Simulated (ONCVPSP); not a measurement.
## Which change was made? (Hf, ONCV)

ONCVPSP 4.0.1 input, shortened (lines: element, Z, core and valence counts, functional; n l f; lmax; l rc ep ncon nbas qcut; lloc lpopt rc5 dvloc0; l nproj debl; icmod fcfact rcfact), PBE, fully relativistic:

```
  Hf 72.00   10    4        4      upf
    1    0    2.00
    2    0    2.00
    2    1    6.00
    3    0    2.00
    3    1    6.00
    3    2   10.00
    4    0    2.00
    4    1    6.00
    4    2   10.00
    4    3   14.00
    5    0    2.00
    5    1    6.00
    5    2    2.00
    6    0    2.00
    3
    0    1.70    0.00    4    7    5.90
    1    1.90    0.00    4    8    7.20
    2    1.70    0.00    4    9    7.60
    3    2.60    0.03    3    6    4.10
    2    5    1.70    0.00
    0    2    1.90
    1    1    1.80
    2    0    0.50
    3    3    2.30
    0    0.00    0.00
```

Open shells are filled in proportion to 2j + 1.

Cutoffs, loose and tight: the cutoffs (Ha) at which the residual kinetic energy of the hardest occupied pseudo-wave falls to 1 and 0.1 mHa per electron. They do not see the model core or the augmentation charge, which bear on the density cutoff. Test errors are all-electron minus pseudo excitation energies from the reference, over the configurations 5s2 5p6 5d2 6s1; 5s2 5p6 5d2 6s0; 5s2 5p6 5d1 6s0; 5s2 5p6 5d2 6s1.5; variants that change the core or the reference have their own tests. The largest error is taken over the tests solved by every variant that gives reliable tests at all, those not shown here included: 5s2 5p6 5d2 6s0; 5s2 5p6 5d2 6s1; 5s2 5p6 5d2 6s1.5.

The base gives: outcome: generated, misses its reference levels by 0.28 eV; cutoff, loose: 16 Ha; cutoff, tight: 32 Ha; bound ghosts: f5/2; GHOST(+) flags above zero: f7/2, f5/2; largest test error (meV): +22.

(1) After one change the result is: outcome: generated; cutoff, loose: 16 Ha; cutoff, tight: 32 Ha; bound ghosts: f7/2; GHOST(+) flags above zero: f7/2, f5/2; largest test error (meV): +25. Which change was it?
A. d: nproj 1; local potential polynomial inside 1.65 bohr (lpopt 5, dvloc0 3 Ha)
B. scalar-relativistic
C. core [Xe] 4f14, valence charge 4; reference 5d2 6s1 6p1; waves now 6s: rc 3.05 bohr, ncon 5, nbas 9, qcut 2.7 1/bohr, 2 projectors, debl 2.2 Ha; 6p: rc 4.00 bohr, ncon 5, nbas 9, qcut 1.7 1/bohr, 3 projectors, debl 2.5 Ha; 5d: rc 2.45 bohr, ncon 4, nbas 7, qcut 7.3 1/bohr, 1 projector; f scattering state at 0.4 Ha: rc 3.05 bohr, ncon 4, nbas 7, qcut 3.8 1/bohr, 2 projectors, debl 3.1 Ha; local potential polynomial inside 2.35 bohr (lpopt 2, dvloc0 2 Ha)

Results:

(1) A. The others give: scalar-relativistic → outcome: generated; cutoff, loose: 16 Ha; cutoff, tight: 32 Ha; bound ghosts: p; GHOST(+) flags above zero: f; largest test error (meV): 4 of 4 tests not solved or not reliable | core [Xe] 4f14, valence charge 4; reference 5d2 6s1 6p1; waves now 6s: rc 3.05 bohr, ncon 5, nbas 9, qcut 2.7 1/bohr, 2 projectors, debl 2.2 Ha; 6p: rc 4.00 bohr, ncon 5, nbas 9, qcut 1.7 1/bohr, 3 projectors, debl 2.5 Ha; 5d: rc 2.45 bohr, ncon 4, nbas 7, qcut 7.3 1/bohr, 1 projector; f scattering state at 0.4 Ha: rc 3.05 bohr, ncon 4, nbas 7, qcut 3.8 1/bohr, 2 projectors, debl 3.1 Ha; local potential polynomial inside 2.35 bohr (lpopt 2, dvloc0 2 Ha) → outcome: failed: ERROR pspot: first pseudo wave function has node, program will stop.
